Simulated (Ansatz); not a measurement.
Consider the hydrogenolysis of the Si–Ge bond: `[GeH3][SiH2][SiH2][SiH2][GeH3]` + H₂ → `[SiH3][SiH2][SiH2][GeH3]` + GeH₄.

Isolated molecules relaxed with PBE0-D4/def2-TZVP in Ansatz; ΔE leaves out vibrations. CCSD(T)/CBS is the MP2 limit (def2-TZVPP, def2-QZVPP) plus CCSD(T) − MP2 in def2-TZVPP, frozen cores. This one scheme is used for every species. Functionals use def2-TZVPP. B3LYP here is the variant with VWN-RPA as its local correlation; programs differ in this. For Ge outer-core shells are correlated without core-valence functions, which leaves a few kJ/mol of doubt a bond. Scalar relativity is left out up to krypton. One conformer a species, not always the lowest.

| level | ΔE (kcal/mol) |
| --- | --- |
| revPBE-D4 | 4.2 |
| PBE-QIDH | 0.9 |
| BLYP | -2.6 |
| r2SCAN | 1.4 |
| B3LYP | -2.8 |
| r2SCAN0 | 0.6 |
| BHLYP | -4.0 |
| HF/def2-SVP | -8.8 |

Q: What does CCSD(T)/CBS give? (An estimate is asked.)

A: The calculation gave: +1.9 kcal/mol. The listed levels differ from it by 2.3, -1.0, -4.5, -0.5, -4.7, -1.3, -5.9, -10.7 kcal/mol.

Largest T1 diagnostic among the species: 0.013.

At CCSD(T), def2-SVP lies −4.1 kcal/mol from the extrapolated value and def2-TZVPP −1.0 kcal/mol. From r2SCAN to r2SCAN0 (25 % exact exchange), in def2-TZVPP and without D4, ΔE moves by −0.7 kcal/mol.
